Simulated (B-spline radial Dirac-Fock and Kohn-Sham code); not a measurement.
**Ba 3s: cross section and angular parameters**

System: the free barium atom, [Xe] 6s2; threshold 1293.0 eV (tabulated edge). Calculated with a radial finite-basis atomic code, using Dirac-Hartree-Slater photoionisation with a Latter tail; cross sections with all multipoles, angular parameters from the dipole term and its interference with E2.

```csv
hν (eV),σ (kb),β,γ
1460,55.0,1.975,0.836
1486.9,53.6,1.975,0.804
2160,31.0,1.981,0.333
2750,21.0,1.983,0.123
4000,10.9,1.986,-0.080
5140,6.87,1.987,-0.123
7780,?,?,?
8047.8,2.85,1.987,0.022
9251.7,2.15,1.988,0.122
9730,1.94,1.988,0.165
12100,1.23,1.987,0.397
```

Question: Give the values at 7780 eV.

Answer: σ = 3.05 kb, β = 1.987, γ = 0.001. For an s subshell δ is negligible.
